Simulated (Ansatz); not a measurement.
Total energies of `[Ag][S]CCCCc1ccc(/N=N/c2ccccc2)cc1` from Ansatz at PBE0-D4/def2-TZVP, gas phase (1 Eh = 27.2114 eV = 2625.5 kJ/mol). The reference geometry is relaxed at r2SCAN-D4/def2-SVP.

```json
{"state": "charge 0 singlet", "geometry": "reference", "energy (Eh)": "-1273.90192"}
{"state": "charge 1 doublet", "geometry": "reference", "energy (Eh)": "-1273.63289"}
{"state": "charge -1 doublet", "geometry": "reference", "energy (Eh)": "-1273.95609"}
{"state": "free Ag atom (doublet)", "geometry": "–", "energy (Eh)": "-146.96650"}
{"state": "free S atom (triplet)", "geometry": "–", "energy (Eh)": "-397.97371"}
{"state": "free C atom (triplet)", "geometry": "–", "energy (Eh)": "-37.80537"}
{"state": "free N atom (quartet)", "geometry": "–", "energy (Eh)": "-54.54382"}
{"state": "free H atom (doublet)", "geometry": "–", "energy (Eh)": "-0.50104"}
```

In the def2 sets Ag takes a core potential; there is no spin–orbit coupling. Single mean-field runs in def2-TZVP are fitted with def2-universal-jkfit.

Work out the vertical ionisation energy to the doublet.

E(charge 1 doublet) − E(charge 0 singlet) = -1273.63289 − (-1273.90192) = 0.26903 Eh = 7.32 eV. For comparison, −ε of the highest occupied level is 5.86 eV at this level, 1.46 eV less.

Work out the vertical electron affinity, to the doublet.

E(charge 0 singlet) − E(charge -1 doublet) = -1273.90192 − (-1273.95609) = 0.05417 Eh = 1.47 eV. The basis lacks diffuse functions, which makes affinities too small.

Give the fundamental gap IE − EA, the Mulliken electronegativity (IE + EA)/2 and the hardness (IE − EA)/2.

From the values in Eh: IE − EA = 0.26903 − 0.05417 = 0.21486 Eh = 5.85 eV; (IE + EA)/2 = 4.40 eV; (IE − EA)/2 = 2.92 eV. The HOMO–LUMO gap of the same run is 3.26 eV, 2.59 eV smaller than the fundamental gap.

What is the binding energy per atom against free atoms?

Atoms: 1 × (-146.96650) + 1 × (-397.97371) + 16 × (-37.80537) + 2 × (-54.54382) + 17 × (-0.50104) = -1267.43145 Eh. Binding: -1267.43145 − (-1273.90192) = 6.47047 Eh = 176.07 eV, or 4.76 eV for each of 37 atoms (no zero-point energy, no counterpoise term).

The restricted singlet is unstable towards broken spin symmetry in Hartree–Fock (as tested in another run); at PBE0-D4/def2-TZVP this wasn't settled.
